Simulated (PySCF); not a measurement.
Sn(OH)3(NH2) (H5NO3Sn), SMILES [NH2][Sn]([OH])([OH])[OH].

Geometry optimised at B3LYP-D3(BJ)/def2-SVP. The structure was generated by enumeration; whether it is a known compound was not checked. The def2 effective core potentials stand for the cores of Sn; spin–orbit coupling is left out. Other conformers were not sampled.

Two levels are set side by side: TDDFT-PBE/def2-SVPD (PySCF) and TDDFT-LC-ωPBE/def2-SVPD (PySCF). Vertical, same geometry. The lowest singlet is HOMO→LUMO 96 % with PBE and HOMO→LUMO 79 % with the other functional; states are paired by order. Differences are taken from unrounded values.

```
quantity                               TDDFT-LC-ωPBE
-------------------------------------  -------------
lowest singlet excitation (eV)                  6.16
lowest triplet excitation (TDA) (eV)            5.42
first bright state (f over 0.05) (eV)           6.16
its oscillator strength                         0.06
```

Problem. What does TDDFT-PBE give, and how far is it from TDDFT-LC-ωPBE? (Estimate from the structure and the level; the computed values follow.)

Solution. 
```csv
quantity,TDDFT-PBE,TDDFT-PBE minus TDDFT-LC-ωPBE
lowest singlet excitation (eV),4.35,-1.81
lowest triplet excitation (TDA) (eV),3.90,-1.52
first bright state (f over 0.05) (eV),5.05,-1.11
its oscillator strength,0.06,-0.01
```

A lower first singlet is the usual sign of a functional without exact exchange. Differences between two approximate levels are no errors against the true value.

Rough cost on one machine, each run with all the roots and properties that it gave: TDDFT-LC-ωPBE against TDDFT-PBE about 4 times.
